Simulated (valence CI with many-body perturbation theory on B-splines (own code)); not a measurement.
# Au38+: fill in the table

Method: valence CI with perturbative core correlation (CI+MBPT): five valence electrons over a frozen Dirac-Fock core [Kr], radial functions for each j: 7 s, 7 p, 8 d, 6 f, 4 g, 1 h, with the one-electron correlation potential Σ1, the two-electron term Σ2, the three-electron term Σ3, Breit, model QED; selected CI, second order for the rest, scaled by the run's own slope (own B-spline code, finite nucleus).

The last digits are not significant, and no measured levels were compared; by estimate large intervals hold to a few tenths of a per cent, small ones and those within an open d or f shell to about a per cent. The list stops below the first excitations out of the core.

```tsv
Level	E (cm⁻¹)
(4d3/2^4 4d5/2) J=5/2	0
(4d3/2^3 4d5/2^2) J=5/2 [a]	?
(4d3/2^3 4d5/2^2) J=7/2 [a]	199610
(4d3/2^3 4d5/2^2) J=3/2 [a]	204430
(4d3/2^3 4d5/2^2) J=11/2	208220
(4d3/2^3 4d5/2^2) J=9/2	?
(4d3/2^3 4d5/2^2) J=5/2 [b]	?
(4d3/2^3 4d5/2^2) J=1/2	242760
(4d3/2^3 4d5/2^2) J=7/2 [b]	248690
(4d3/2^3 4d5/2^2) J=3/2 [b]	302190
(4d3/2^2 4d5/2^3) J=5/2 [a]	?
(4d3/2^2 4d5/2^3) J=7/2 [a]	?
(4d3/2^2 4d5/2^3) J=11/2	390080
(4d3/2^2 4d5/2^3) J=9/2 [a]	395200
(4d3/2^2 4d5/2^3) J=1/2 [a]	405900
(4d3/2^2 4d5/2^3) J=13/2	410390
(4d3/2^2 4d5/2^3) J=3/2 [a]	?
(4d3/2^2 4d5/2^3) J=5/2 [b]	416930
(4d3/2^2 4d5/2^3) J=9/2 [b]	437970
(4d3/2^2 4d5/2^3) J=7/2 [b]	444310
```

Levels are named by their leading jj configuration (3d3/2^4 stands for four electrons in 3d with j = 3/2), which in mixed levels can hold well under half, so a name can repeat and another be missing. Letters in brackets count levels of one name in rising energy.

**Question.** The levels stand in rising order. What does the calculation give for the missing energies?

**Answer.** (4d3/2^3 4d5/2^2) J=5/2 [a] 158870; (4d3/2^3 4d5/2^2) J=9/2 222780; (4d3/2^3 4d5/2^2) J=5/2 [b] 233210; (4d3/2^2 4d5/2^3) J=5/2 [a] 356250; (4d3/2^2 4d5/2^3) J=7/2 [a] 384490; (4d3/2^2 4d5/2^3) J=3/2 [a] 413560.
